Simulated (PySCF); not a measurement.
## Ionisation energy along the 2-electron series

Calculated with PySCF 2.14 and a two-component X2C-1e Hamiltonian (Gaussian nucleus, no Breit or QED terms), each ion in its own even-tempered basis scaled to its charge; GMP2 freezes nothing and drops the highest virtual spinors. Values in eV. NIST values: (m) measured, (s) semi-empirical, (t) theoretical.

| ion | configuration | GHF (screened spin-orbit) | GMP2 (screened spin-orbit) | NIST |
| --- | --- | --- | --- | --- |
| Pm⁵⁹⁺ | 1s2 | 52248.8 | 52250.5 | 52144.29 ± 0.06 (t) |
| Sm⁶⁰⁺ | 1s2 | 54096.5 | 54098.2 | 53986.12 ± 0.07 (t) |
| Gd⁶²⁺ | 1s2 | 57906.4 | 57908.2 | 57783.91 ± 0.08 (t) |
| Tb⁶³⁺ | 1s2 | 59869.7 | 59871.4 | 59741.12 ± 0.09 (t) |
| Dy⁶⁴⁺ | 1s2 | 61872.2 | 61874.0 | 61736.62 ± 0.1 (t) |

Question: Fill in the row of Eu⁶¹⁺.

Answer: configuration: 1s2; GHF (screened spin-orbit): 55982.3; GMP2 (screened spin-orbit): 55984.0; NIST: 55865.93 ± 0.08 (t).
